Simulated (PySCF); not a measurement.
# Telling isomers of C$_{6}$H$_{11}$NOSi apart by NMR

[PySCF 2.14: geometry: GFN2-xTB; NMR shieldings at PBE0/pcSseg-1/GIAO; relativity neglected; a single conformation; fast rotation and ring inversion assumed for equivalent nuclei; no solvent model]

δ = σ(ref) − σ, references computed at the same level: TMS for $^{1}$H, $^{13}$C. Where no couplings were computed, multiplicities follow the n + 1 count of equivalent neighbours, and m marks all less simple cases (inequivalent or close neighbours, rings, F or P nearby). Acid and N–H amide carbonyl carbons lie up to 10 ppm further downfield in solution (hydrogen bonding). Shifts are as computed. Against solution values, carbons near 30 ppm lie about +3 ppm off and those near 130 ppm about +5 ppm. Of 1211 compounds with measured shifts, 218 miss one by over three times the rms of a fit or turn the order of signals round; such compounds aren't used in these exercises. OH and NH positions are gas-phase values without hydrogen bonding to other molecules.

(1) Tabulate the signals of `C=CNC(=O)[C@H]1CC[SiH2]1`, `CNCC1=C[SiH2]C=CO1`, `NCCC1=C[SiH2]C=CO1` and their relative energies.

(2) What is the quickest way to tell C=CNC(=O)[C@H]1CC[SiH2]1 from NCCC1=C[SiH2]C=CO1?

(3) What is the quickest way to tell C=CNC(=O)[C@H]1CC[SiH2]1 from CNCC1=C[SiH2]C=CO1?

(4) What is the quickest way to tell CNCC1=C[SiH2]C=CO1 from NCCC1=C[SiH2]C=CO1?

## Answers

(1) 
```tsv
SMILES	carbon types	δC	δH	E rel. (kcal/mol)
C=CNC(=O)[C@H]1CC[SiH2]1	1×C 2×CH 3×CH2	173.0, 137.5, 92.7, 34.1, 21.8, 6.8	7.40 (m, 1H), 5.86 (br, 1H), 4.98 (m, 1H), 4.72 (m, 1H), 4.40 (m, 1H), 4.36 (m, 1H), 3.54 (m, 1H), 2.46 (m, 1H), 2.24 (m, 1H), 1.55 (m, 1H), 1.46 (m, 1H)	0.0
CNCC1=C[SiH2]C=CO1	1×C 3×CH 1×CH2 1×CH3	171.6, 161.3, 98.9, 92.7, 59.1, 36.3	7.29 (d, 1H), 5.91 (t, 1H), 5.16 (m, 1H), 4.96 (m, 2H), 3.42 (s, 2H), 2.46 (s, 3H), 0.61 (br s, 1H)	16.1
NCCC1=C[SiH2]C=CO1	1×C 3×CH 2×CH2	171.7, 161.4, 97.7, 93.5, 54.1, 50.1	7.28 (d, 1H), 5.10 (m, 1H), 4.90 (m, 2H), 4.89 (m, 1H), 2.95 (t, 2H), 2.13 (t, 2H), 0.55 (br s, 2H)	10.5
```

Energies are electronic energies at PBE0/pcSseg-1 on these geometries, without zero-point or thermal terms, each for the one conformer computed, which needn't be the lowest.

(2) Both give the same number of carbon signals, but DEPT or the intensities differ. The first has an sp3 CH bonded to Si, α to a carbonyl at 34.1 ppm, the second a β carbon of an enol-ether or enamine type C=C (CH) at 93.5 ppm. Their most deshielded carbons lie at 173.0 and 171.7 ppm.

(3) Both give the same number of carbon signals, but DEPT or the intensities differ. The first has an sp3 CH bonded to Si, α to a carbonyl at 34.1 ppm, the second a methyl carbon bonded to N (CH3) at 36.3 ppm. Their most deshielded carbons lie at 173.0 and 171.6 ppm.

(4) Both give the same number of carbon signals, but DEPT or the intensities differ. The first has a methyl carbon bonded to N (CH3) at 36.3 ppm, the second an sp3 CH2 bonded to N at 50.1 ppm. Their most deshielded carbons lie at 171.6 and 171.7 ppm.
